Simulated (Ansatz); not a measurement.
`[NH2][GaH][CH]=O` + H–F → `O=[CH][GaH][F]` + NH₃ at 600 K and 1 bar (ligand exchange at a Ga–N bond).

Gas-phase electronic energies from Ansatz, PBE0-D4/def2-TZVP geometries. CBS: MP2 limit from def2 TZ/QZ plus the TZ coupled-cluster correction, frozen cores. This one scheme is used for every species. For Ga outer-core shells are correlated without core-valence functions, which leaves a few kJ/mol of doubt a bond. Scalar relativity is left out up to krypton. One conformer a species, not always the lowest.

```json
{"species": "`[NH2][GaH][CH]=O`", "CCSD(T)/CBS energy (Eh)": "-2094.25862", "H − E (kJ/mol)": "184.1", "S (J/(mol·K))": "408.8"}
{"species": "H–F", "CCSD(T)/CBS energy (Eh)": "-100.39570", "H − E (kJ/mol)": "42.3", "S (J/(mol·K))": "194.0"}
{"species": "`O=[CH][GaH][F]`", "CCSD(T)/CBS energy (Eh)": "-2138.15893", "H − E (kJ/mol)": "113.6", "S (J/(mol·K))": "389.8"}
{"species": "NH₃", "CCSD(T)/CBS energy (Eh)": "-56.50880", "H − E (kJ/mol)": "112.4", "S (J/(mol·K))": "219.5"}
```

H − E and S are ideal-gas, rigid-rotor, harmonic terms from PBE0-D4/def2-TZVP, for one conformer and one mirror image of each species. 1 Eh = 2625.50 kJ/mol, R = 8.31446 J/(mol·K).

Q: By hand: ΔE, ΔH, ΔS and ΔG.

A: ΔE = (-2138.15893) + (-56.50880) − (-2094.25862) − (-100.39570) = -0.01341 Eh = -35.2 kJ/mol. Δ(H − E) = 113.6 + 112.4 − 184.1 − 42.3 = -0.4, so ΔH = -35.6 kJ/mol. ΔS = 389.8 + 219.5 − 408.8 − 194.0 = 6.5 J/(mol·K). ΔG = -35.6 − 600 × (6.5)/1000 = -39.5 kJ/mol.

Q: By hand: the equilibrium constant, and the temperature at which ΔG would vanish if ΔH and ΔS stayed fixed.

A: log₁₀ K = −ΔG/(RT ln 10) = 3.4. ΔH and −TΔS have one sign here, so there is no such temperature.

The number of gas molecules stays the same, so ΔS is small and ΔH decides. A doubt of 5 kJ/mol in ΔE shifts log₁₀ K by 0.4 here. Other conformers and mirror images would add mixing entropy, several J/(mol·K) or more a flexible species. Modes under 60 cm⁻¹, often nearly free rotors, make the harmonic entropy too high. These are equilibria of isolated gas molecules and say nothing of rates. Largest T1 diagnostic: 0.016 (customary marks: 0.02 for closed shells, 0.045 for open ones).

ΔS is within the doubt of such terms, so its sign, and with it that verdict, could turn.
